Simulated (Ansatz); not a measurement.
Job for Ansatz (a first-principles code): R-BLYP/def2-TZVPP on BGeH5O (SMILES O[BH][GeH3]), a point of a torsion scan.

Ansatz 0.2 input:
```yaml
crystal:
  periodic: [false, false, false]
  atoms:
    - {symbol: O, position_ang: [1.76339513, 0.74738335, 0.31577059]}
    - {symbol: B, position_ang: [0.85963040, -0.21463626, 0.27818837]}
    - {symbol: Ge, position_ang: [1.03803883, -1.86712569, -0.89652833]}
    - {symbol: H, position_ang: [2.54345305, 0.66405336, -0.23810292]}
    - {symbol: H, position_ang: [-0.06665691, -0.04733357, 0.97913043]}
    - {symbol: H, position_ang: [1.05105505, -3.19461715, -0.20403930]}
    - {symbol: H, position_ang: [2.30556547, -1.91399658, -1.71172525]}
    - {symbol: H, position_ang: [-0.01940920, -2.07553894, -1.93614350]}
basis:
  gaussian:
    orbitals: def2-TZVPP
hamiltonian:
  xc: {name: BLYP}
scf: {lower_state_search: off}
```

The head of its log:

```
WARN ansatz: RAYON_NUM_THREADS=1 ignored (pool sized by the plan → 1); use --threads N
Functional definition: BLYP
these checks for a lower state are left out or cut short: stability, starts, cluster_reference, orbital_swaps, neighbouring_geometries, increment
integrals: 0.08 GiB planned
973 factors; their error is unknown
mean field: 0.62 GiB planned
mean field evaluation 1: about -59318.4911 eV, gradient 6.5e1 eV
mean field evaluation 2: about -59290.2533 eV, gradient 1.3e2 eV
```

**Question.** Predict the final total energy.

**Answer.** -2180.1654 hartree.
